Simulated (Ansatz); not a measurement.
C3H7ClSi (`C[C@H]1C[Si@H]1Cl`) from Hartree–Fock to CCSD(T)

```json
{"atom": "C1", "x (Å)": "0.687", "y (Å)": "1.144", "z (Å)": "0.786"}
{"atom": "C2", "x (Å)": "0.185", "y (Å)": "0.411", "z (Å)": "-0.432"}
{"atom": "C3", "x (Å)": "0.433", "y (Å)": "-1.131", "z (Å)": "-0.504"}
{"atom": "Si4", "x (Å)": "-1.327", "y (Å)": "-0.632", "z (Å)": "-0.451"}
{"atom": "Cl5", "x (Å)": "-2.373", "y (Å)": "-0.903", "z (Å)": "1.286"}
{"atom": "H6", "x (Å)": "0.291", "y (Å)": "2.161", "z (Å)": "0.826"}
{"atom": "H7", "x (Å)": "1.780", "y (Å)": "1.205", "z (Å)": "0.785"}
{"atom": "H8", "x (Å)": "0.386", "y (Å)": "0.639", "z (Å)": "1.707"}
{"atom": "H9", "x (Å)": "0.406", "y (Å)": "0.919", "z (Å)": "-1.369"}
{"atom": "H10", "x (Å)": "0.884", "y (Å)": "-1.518", "z (Å)": "-1.412"}
{"atom": "H11", "x (Å)": "0.868", "y (Å)": "-1.560", "z (Å)": "0.395"}
{"atom": "H12", "x (Å)": "-2.221", "y (Å)": "-0.734", "z (Å)": "-1.618"}
```

The species carries charge 0 and has multiplicity 1. All single points use the PBE0-D4/def2-TZVP geometry. Frozen core, restricted reference, Ansatz. CBS rows extrapolate triple and quadruple zeta; past MP2 they add the triple-zeta difference.

```
     basis     HF (Eh)  MP2 corr.
def2-TZVPP  -866.18730   -0.82532
def2-QZVPP  -866.21450   -0.88624
```

Problem. Estimate the CCSD correlation energy and the (T) correction in each basis where they were run (hartree).

Solution. 
```tsv
basis	CCSD corr.	(T)
def2-TZVPP	-0.88039	-0.03796
CBS(def2)	-0.98644	as TZ
```
